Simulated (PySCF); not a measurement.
SMILES [SiH3]C[CH2][Ge]([Cl])([Cl])[Cl] (C2H7Cl3GeSi), CAM-B3LYP/def2-SVP optimised geometry.

```
14

Si     0.76    -2.36     0.00
C      0.12    -0.58     0.00
C      0.57     0.25     1.21
Ge    -0.10     2.07     1.16
Cl     0.56     3.20     2.86
Cl     0.55     3.08    -0.61
Cl    -2.25     2.08     1.15
H      0.27    -3.08    -1.21
H      0.29    -3.07     1.22
H      2.25    -2.36     0.00
H     -0.99    -0.61    -0.04
H      0.44    -0.10    -0.94
H      0.23    -0.19     2.16
H      1.67     0.33     1.27
```

Density from CAM-B3LYP/def2-TZVP run with PySCF 2.14.0 at that geometry.

Minimum of the electron density along straight lines between bonded atoms, close to the bond critical point (lines longer than 1.1 times the sum of covalent radii, or with two minima, are not listed):

```csv
bond,length / Å,ρ at the minimum / e bohr⁻³,∇²ρ there / e bohr⁻⁵,position (fraction from the first atom)
Si1–C2,1.891,0.120,0.15,0.39
C2–C3,1.531,…,-0.57,0.49
C3–Ge4,1.939,…,…,0.52
Ge4–Cl5,2.145,0.108,0.16,0.43
Ge4–Cl6,2.148,0.107,0.16,0.43
Ge4–Cl7,2.148,0.107,0.16,0.43
Si1–H8,1.489,0.121,0.15,0.49
Si1–H9,1.490,0.121,0.15,0.49
Si1–H10,1.490,0.121,0.15,0.49
C2–H11,1.103,0.270,-0.90,0.64
C2–H12,1.103,0.270,-0.90,0.64
C3–H13,1.101,0.273,-0.92,0.65
C3–H14,1.101,0.273,-0.92,0.65
```

**Question.** Some entries are withheld; supply them.

**Answer.** 
- C2–C3, ρ at the minimum / e bohr⁻³: 0.239
- C3–Ge4, ρ at the minimum / e bohr⁻³: 0.136
- C3–Ge4, ∇²ρ there / e bohr⁻⁵: 0.02
